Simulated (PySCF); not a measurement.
# Highest orbital energy against ionisation energy along the third row

Calculated with PySCF 2.14, no spin-orbit coupling. Each cell gives −ε(HOMO) / ΔSCF in eV; NIST values include spin-orbit coupling, (s) semi-empirical, (t) theoretical.

| species | UHF | LDA | PBE | PBE0 | r2SCAN | NIST (lowest levels) |
| --- | --- | --- | --- | --- | --- | --- |
| Mg⁺ (aug-cc-pCVTZ, non-relativistic) | 14.737 / 14.723 | 11.982 / 15.348 | 11.896 / 15.335 | 12.705 / 15.231 | 12.054 / 15.020 | 15.035 |
| Al⁺ (aug-cc-pwCVTZ, non-relativistic) | 17.750 / 17.520 | 14.889 / 18.892 | 14.782 / 18.757 | 15.737 / 18.652 | 14.932 / 18.374 | 18.829 |
| Si⁺ (aug-cc-pwCVTZ, non-relativistic) | 16.207 / 15.830 | 12.073 / 16.356 | 12.198 / 16.401 | 13.337 / 16.425 | 12.559 / 16.519 | 16.346 |
| P⁺ (aug-cc-pwCVTZ, non-relativistic) | 19.732 / 19.163 | 14.919 / 19.819 | 14.992 / 19.786 | 16.336 / 19.822 | 15.413 / 19.947 | 19.769 (s) |
| S⁺ (aug-cc-pwCVTZ, non-relativistic) | 23.465 / 22.718 | 17.891 / 23.400 | 17.931 / 23.321 | 19.497 / 23.387 | 18.468 / 23.519 | 23.338 |
| Cl⁺ (aug-cc-pwCVTZ, non-relativistic) | 23.656 / 22.589 | 18.348 / 23.977 | 18.380 / 23.858 | 19.959 / 23.849 | 18.733 / 23.812 | 23.814 |
| Ar⁺ (aug-cc-pwCVTZ, non-relativistic) | 27.633 / 26.366 | 21.601 / 27.826 | 21.558 / 27.603 | 23.349 / 27.613 | 21.999 / 27.669 | 27.630 |

Question: How far is −ε(HOMO) from ΔSCF on average for each method, and why?

Answer: UHF 0.61 eV; LDA -4.84 eV; PBE -4.76 eV; PBE0 -3.44 eV; r2SCAN -4.39 eV. Hartree-Fock orbital energies lack relaxation and so exceed the ΔSCF value; semilocal functionals have convex E(N) from self-interaction, so their HOMO lies far too high; exact exchange moves hybrids part of the way back.
